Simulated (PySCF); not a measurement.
**RhH3, triplet: computed properties**

Method: UPBE0 in PySCF with Rh x2c-TZVPall, H x2c-TZVPall; spin-free X2C, no spin–orbit coupling; density-fitted integrals.

The structure is a minimum.

```xyz
4
charge 0 multiplicity 3, angstrom
Rh    0.0000    0.0000   -0.0258
H     0.0000    0.0000    1.4895
H     1.4596    0.0000    0.6453
H    -1.4596    0.0000    0.6453
```

| Item | Value |
| --- | --- |
| Point group | C2v |
| Bond lengths | Rh–H 1.515 Å, Rh–H 1.607 Å (×2) |
| Bond angles | H–Rh–H 65.3° (×2), H–Rh–H 130.6° |
| Lowest empty level (β) | -3.13 eV |
| Rotational symmetry number | 2 |
| Zero-point energy | 44.5 kJ/mol |
| Entropy at 298.15 K and 1 bar (electronic part: spin only) | 250.2 J/(mol K) |
| Dipole moment | 1.80 D |
| Spin squared ⟨S²⟩ | 2.005 |
| Enthalpy at 298.15 K above 0 K | 12.26 kJ/mol |
| Rotational constants | 5.362, 3.925, 2.266 cm⁻¹ |
| Principal polarisabilities | 30.7, 35.0, 54.7 bohr³ |
| Principal quadrupole moments (Buckingham, traceless) about the centre of mass | -5.00, 1.74, 3.26 D Å |
| Heat capacity Cp at 298.15 K | 50.2 J/(mol K) |
| Highest occupied level (α) | -5.92 eV |

Harmonic modes (masses in u: Rh 102.906, H 1.008):
```
symmetry  ω (cm⁻¹)  IR (km/mol)  μ (u)
      b2       312          285   1.01
      b1       322         18.1   1.01
      a1       759          1.1   1.02
      b2      1796         83.5   1.02
      a1      1969         24.7   1.01
      a1      2288          0.9   1.02
```

In C2v the vibrations span 2b2 + b1 + 3a1. Here b1 is antisymmetric to the molecular plane and b2 lies in it.

Charges (e):
```csv
atom,Mulliken,Löwdin,polar tensor,spin (Mulliken),Mayer order to Rh1
Rh1,-0.02,-0.07,0.26,1.53,–
H2,0.11,0.09,0.08,-0.02,0.87
"H3,4",-0.05,-0.01,-0.17,0.25,0.86
```

Mulliken populations on Rh1: s 8.58, p 18.36, d 18.07, f 0.00.

Formally Rh is in oxidation state +3, d6, with 2 unpaired electrons (the high-spin count would be 4). The Mulliken spin on Rh is 1.53. The polar-tensor charge on Rh, 0.26, is far below the formal one.

This need not be the most stable arrangement of these atoms. Other spin states or occupations of the open shell can lie lower. At this level a singlet minimum of C3v symmetry lies 131 kJ/mol below this structure.

The final relaxation and frequency run took about 3 core-minutes on a shared host.
